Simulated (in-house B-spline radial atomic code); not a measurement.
# RPA and G0W0 on B3LYP (VWN-RPA): Re

Configuration [Xe] 4f14 5d5 6s2, highest spin, mean-field start B3LYP (VWN-RPA). Computed with an all-electron radial atomic-structure program (B-spline basis): all electrons, scalar-relativistic (spin-free one-electron X2C), finite nucleus, each spin shell either full or empty, empty states to l = 9 with an (l + 1/2)⁻⁴ tail; G0W0 by contour deformation at full frequency.

Without the two-electron picture change, the correlation of inner shells comes somewhat too large for so heavy an element.

Command:
```bash
python run_gw.py task.json out
```
Settings (radii: box in bohr, nucleus in fm):
```
Z                        75
electrons                75
configuration            [Xe] 4f14 5d5 6s2
hamiltonian              x2c
method                   b3lyp
lmax                     9
rms_radius               5.3698
spin_polarised           True
box_radius               40
intervals                72
ion_configuration        [Xe] 4f14 5d5 6s1
```

Time taken, with all properties: 21 s on 1 thread of Arm Neoverse V2 (shared host).

Energies (hartree):

```tsv
term	value
mean-field total	-16694.03608
Hartree-Fock functional on these orbitals	-16688.33977
direct second order	-7.7773
second-order exchange	1.9508
SOSEX correction	1.8006
```

Problem. What is the RPA correlation energy, and what remains with SOSEX?

Solution. RPA gives -6.6471 hartree (-2.41 eV per electron); RPA + SOSEX gives -4.8466, and the second-order doubles -5.8265 hartree (no singles). RPA lacks exchange-type terms and so overcorrelates at short range.

Quasi-particle levels (eV):

```tsv
level	occupied	mean field	Σx - vxc	Σc	QP weight	G0W0
6s down	yes	-5.576	-0.60	?	?	?
5d down	no	-2.413	6.46	-4.42	0.741	-0.380
```

G0W0 = mean field + (Σx - vxc) + Σc, with Σc (partial-wave tail included) taken at the quasi-particle energy. Only the outer levels were computed. Levels of low weight are left out.

Problem. Where does G0W0 put 6s down?

Solution. At -7.923 eV, with Σc = -1.75 eV and a quasi-particle weight of 0.885. The tabulated removal energy is 7.834 eV (NIST, measured); the calculation leaves out spin-orbit coupling, Breit and QED terms, and what these don't explain is the method's own error.

Problem. What does it cost to remove one electron (to [Xe] 4f14 5d5 6s1) by differences of total energies, each species on its own start (correlation terms add to the Hartree-Fock functional)?

Solution. B3LYP (VWN-RPA) 8.009 eV, Hartree-Fock functional 5.755 eV, + RPA 7.910 eV, + RPA + SOSEX 7.552 eV, + second order 8.972 eV. Tabulated: 7.834 eV (NIST, measured); the calculation leaves out spin-orbit coupling, Breit and QED terms, and what these don't explain is the method's own error.
